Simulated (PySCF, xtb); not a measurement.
Al(Cl)(Me)(OH) (CH₄AlClO), SMILES [CH3][Al]([OH])[Cl].

GFN2-xTB (xtb 6.7.1) at its own geometry gives an orbital gap of 4.48 eV and a dipole moment of 2.38 D.

The structure is a stationary point at r2SCAN-D4/def2-SVP. Other conformers were not sampled.

What does HF/def2-TZVP run with PySCF give? (An estimate is asked for; the answer gives what the named calculation found.)

gap 14.31 eV (levels -11.91 and 2.41 eV), dipole 0.70 D.
